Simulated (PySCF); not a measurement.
Compound: C5H11FOS.
SMILES with atom numbers: `[CH3:1][C@@H:2]([F:3])[CH2:4][CH2:5][S@:6]([CH3:7])=[O:8]` (hydrogens: H9, H10, H11 on C1; H12 on C2; H13, H14 on C4; H15, H16 on C5; H17, H18, H19 on C7)

Cartesian coordinates in Å at the GFN2-xTB level; atoms count from 1:
```xyz
19
C5H11FOS angstrom
C      3.1353   -0.0785   -0.3761
C      1.8143   -0.4238    0.2917
F      1.8849   -0.0555    1.6285
C      0.6283    0.2957   -0.3456
C     -0.6855   -0.0291    0.3456
S     -2.0468    0.8474   -0.5700
C     -3.4111    0.1327    0.4533
O     -2.1181    0.1859   -1.8729
H      3.1260   -0.4181   -1.4072
H      3.2930    0.9973   -0.3559
H      3.9548   -0.5602    0.1515
H      1.6519   -1.5100    0.3011
H      0.5621    0.0012   -1.3944
H      0.8046    1.3730   -0.2991
H     -0.6901    0.3262    1.3737
H     -0.8907   -1.0984    0.3138
H     -3.2965    0.4875    1.4708
H     -4.3499    0.4858    0.0394
H     -3.3763   -0.9498    0.4093
```

Method: PBE0/def2-SVPD in PySCF (dipole) on a GFN2-xTB geometry, gas phase.

Take the most abundant isotopes and a rigid rotor. The values belong to one conformer with, in the numbering `[CH3:1][C@@H:2]([F:3])[CH2:4][CH2:5][S@:6]([CH3:7])=[O:8]`, C1–C2–C4–C5 -179°, C2–C4–C5–S6 -178°, C4–C5–S6–C7 176°.

What are A, B and C (cm⁻¹)?

Ia = 131.69, Ib = 701.15, Ic = 790.77 u·Å²; 505379 MHz·u·Å²/I gives 3838, 720.8 and 639.1 MHz, that is A = 0.12801, B = 0.02404, C = 0.02132 cm⁻¹.

What kind of rotor is it?

A near-prolate asymmetric top; Ray's κ = -0.949.

Is it planar, by Δ = Ic − Ia − Ib?

Not planar: Δ = Ic − Ia − Ib = -42.07 u·Å². For a rigid frame Δ = −2 Σ m c², so Σ m c² = 21.03 u·Å² lies off the ab plane: 8.97 from hydrogen and 12.07 from heavier atoms. The atom farthest from that plane is 1.46 Å away.

Predict some low-J microwave lines.

The dipole components are |μa| = 0.76 D, |μb| = 1.88 D, |μc| = 0.19 D. Intensities carry the squares of the components, which stand as 0.16 : 1.00 : 0.01 (a : b : c). Some of the stronger lines:

| type | branch | J(Ka,Kc) | MHz | lower level (cm⁻¹) |
| --- | --- | --- | --- | --- |
| a | R | 1(0,1) ← 0(0,0) | 1360 | 0.000 |
| a | R | 2(1,2) ← 1(1,1) | 2638 | 0.149 |
| a | R | 2(0,2) ← 1(0,1) | 2718 | 0.045 |
| a | R | 2(1,1) ← 1(1,0) | 2801 | 0.152 |
| b | Q | 1(1,0) ← 1(0,1) | 3198 | 0.045 |
| b | Q | 2(1,1) ← 2(0,2) | 3282 | 0.136 |
| b | R | 1(1,1) ← 0(0,0) | 4477 | 0.000 |
| b | R | 2(1,2) ← 1(0,1) | 5755 | 0.045 |
| c | R | 2(1,1) ← 1(0,1) | 6000 | 0.045 |
| b | Q | 2(2,0) ← 2(1,1) | 9352 | 0.245 |
| b | Q | 2(2,1) ← 2(1,2) | 9595 | 0.237 |
| b | R | 2(2,1) ← 1(1,0) | 12152 | 0.152 |
| b | R | 2(2,0) ← 1(1,1) | 12235 | 0.149 |

Estimate the classical rotational partition function at 50 K, 100 K and 298.15 K.

Point group C1, symmetry number σ = 1; q = (√π/σ)·√((kT/h)³/(ABC)), k/h = 20836.6 MHz/K: 44800 at 50 K, 127000 at 100 K, 653000 at 298.15 K.

Not checked by GFN2-xTB frequencies. These are rigid-rotor constants of the computed structure; measured ground-state constants (B0) also hold zero-point vibration. A rigid rotor knows nothing of internal rotation, which can split or shift real lines.
